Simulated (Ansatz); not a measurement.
`O[SiH](Cl)[GeH3]` + `O[SiH](O)O` → `O[SiH](Cl)[Si](O)(O)O` + GeH₄  (formal exchange of groups at the Si–Ge bond)

Calculated with Ansatz (gas phase, PBE0-D4/def2-TZVP geometries, no zero-point term in ΔE). CCSD(T)/CBS is the MP2 limit (def2-TZVPP, def2-QZVPP) plus CCSD(T) − MP2 in def2-TZVPP, frozen cores. DFT in def2-TZVPP. For Ge outer-core shells are correlated without core-valence functions, which leaves a few kJ/mol of doubt a bond. Scalar relativity is left out up to krypton. One conformer a species, not always the lowest.

`O[SiH](Cl)[GeH3]`:

Cartesian coordinates in Å:
```
O -0.597 -1.866 0.707
Si -0.372 -0.799 -0.516
Cl -2.187 -0.178 -1.280
Ge 0.787 1.164 0.172
H -1.061 -1.567 1.492
H 0.318 -1.564 -1.576
H 2.202 0.819 0.665
H 0.018 1.830 1.326
H 0.893 2.161 -0.991
```

`O[SiH](O)O`:

```xyz
8

O     0.617   -0.137   -1.515
Si    0.323   -0.077    0.088
O    -1.064   -0.821    0.552
O     0.136    1.483    0.536
H     0.072    0.406   -2.087
H     1.494   -0.731    0.703
H    -1.115   -1.773    0.459
H    -0.463    1.650    1.265
```

`O[SiH](Cl)[Si](O)(O)O`:

```xyz
12

O    -0.914   -1.807   -1.054
Si    0.538   -1.086   -0.764
Cl    1.675   -2.270    0.501
Si   -0.033    0.880    0.366
O    -1.377    0.555    1.248
O     1.090    1.428    1.419
O    -0.221    2.022   -0.783
H    -0.928   -2.640   -1.530
H     1.340   -0.985   -2.010
H    -2.026   -0.024    0.841
H     1.140    0.989    2.270
H    -0.284    2.938   -0.505
```

GeH₄:

Cartesian coordinates in Å:
```
Ge 0.000 0.000 0.000
H -1.458 -0.227 -0.420
H 0.552 1.238 -0.718
H 0.839 -1.227 -0.380
H 0.068 0.216 1.517
```

```json
{"level": "PBE", "ΔE (kJ/mol)": "20.2"}
{"level": "SCS-MP2/def2-TZVPP", "ΔE (kJ/mol)": "25.8"}
{"level": "CCSD(T)/def2-TZVPP", "ΔE (kJ/mol)": "23.1"}
{"level": "MP2/def2-QZVPP", "ΔE (kJ/mol)": "27.7"}
```

(1) What does CCSD(T)/CBS give? (Estimate.)

Largest T1 diagnostic among the species: 0.012.

## Answers

(1) Computed: +24.9 kJ/mol. The listed levels differ from it by -4.7, 0.9, -1.8, 2.8 kJ/mol.

The D4 term adds −7.2 kJ/mol with B3LYP and −4.3 kJ/mol with PBE0; it sums over pairs of atoms, weighted by their polarisabilities, and B3LYP, whose exchange is more repulsive, gets the larger term.

B3LYP here is the variant with VWN-RPA as its local correlation; programs differ in this.
